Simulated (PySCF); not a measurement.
C2H5SSi (doublet state).
Z-matrix (Å and degrees, GFN2-xTB geometry), rows numbered from 1:
```
C 
C   1  1.3013
S   2  1.6879  1  138.63
Si  3  2.1723  2   96.83  1   133.06
H   1  1.0794  2  120.76  3   174.36
H   1  1.0882  2  124.19  3    -6.97
H   4  1.4557  3  106.89  2    55.29
H   4  1.4533  3  102.50  2   175.75
H   4  1.4577  3  107.16  2   -64.76
```

The hyperfine couplings belong to this conformer and change with its torsions.

Identity: `C=[C]S[SiH3]` [radical].

Method: UKS B3LYP, pcH-1 on C H S Si, non-relativistic, mean-field spin-orbit, GIAO (PySCF 2.14.0). One conformer (not necessarily the lowest) at the GFN2-xTB geometry, without solvent, vibrations or thermal averaging. Couplings are sensitive to structure, and on GFN2-xTB geometries they can be far from those on DFT ones. No stability test was run, so a lower SCF solution isn't excluded.

(1) Where do the isotropic ENDOR lines of C1, H6, H5, H7/H8/H9 and Si4 fall at 339.8 mT, to first order?

(2) Which pairs are centred on the nuclear Larmor frequency, and which on half the coupling?

(3) At what field would the lower line of C1 fall to zero frequency?

Results:

(1) ν± = |νn ± a/2|, one line for each electron-spin manifold; νn = |g_N| × 7.62259 MHz/T × B.

```csv
nuclei,isotope,g_N,νn (MHz),a_iso (MHz),lower line (MHz),upper line (MHz)
C1,13C,1.4048,3.64,17.17,4.94,12.22
H6,1H,5.5857,14.47,143.51,57.29,86.22
H5,1H,5.5857,14.47,83.68,27.37,56.31
H7/H8/H9,1H,5.5857,14.47,3.05,12.94,15.99
Si4,29Si,-1.1106,2.88,-29.41,11.83,17.58
```

The rows for 13C and 29Si, of low natural abundance, apply to labelled samples.

(2) Centred on νn, since |a| < 2νn: H7/H8/H9. Centred on |a|/2 and split by 2νn: C1, H6, H5 and Si4.

(3) Where νn = |a|/2, that is B = 8.58 MHz/(1.4048 × 7.62259 MHz/T) = 802 mT, as far as first order holds there.

Nuclei that the bonding pattern makes equivalent are averaged, as if the motion that swaps them (rotation, inversion, ring flip) were fast.
